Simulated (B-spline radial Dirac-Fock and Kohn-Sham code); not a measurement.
**Kohn-Sham estimates against Dirac-Fock for the levels of Nd²¹⁺**

System: Nd²¹⁺, configuration [Kr] 4d3.

The density-functional columns are spherical, spin-unpolarised Dirac-Kohn-Sham results without Breit or QED terms: −ε is minus the orbital energy of the initial state and ΔSCF the difference of two total energies. The reference in the last column comes from relaxed Dirac-Fock hole states (ΔSCF) with Breit and QED corrections and a finite nucleus. All numbers are from a radial B-spline solver, in eV; a selection of levels is shown. For the 1s level of heavy atoms much of the gap between ΔSCF and the reference is the Breit and QED part, -174.8 eV here; for other levels the error of the functional can be larger.

| level | LDA −ε | LDA ΔSCF | Dirac-Fock |
| --- | --- | --- | --- |
| K | 43904.4 | 44342.3 | 44180.0 |
| L1 | 7593.8 | 7686.0 | 7743.2 |
| L2 | 7220.2 | 7332.5 | 7334.5 |
| L3 | 6700.5 | 6804.2 | 6820.3 |
| M1 | 2089.3 | 2127.4 | 2169.6 |
| M2 | 1930.2 | 1969.7 | 1996.3 |
| M3 | 1825.0 | 1862.9 | 1890.1 |
| M4 | 1548.5 | 1590.8 | 1592.6 |
| M5 | 1525.6 | 1567.3 | 1570.2 |
| N1 | 817.4 | 837.1 | 848.6 |
| N2 | 754.5 | 774.0 | 775.1 |
| N3 | 726.7 | 745.6 | 747.6 |
| N4,5 | 618.4 | 637.0 | 635.0 |

Values without a named source are computed, but for edge energies of neutral atoms, which are taken from tables.
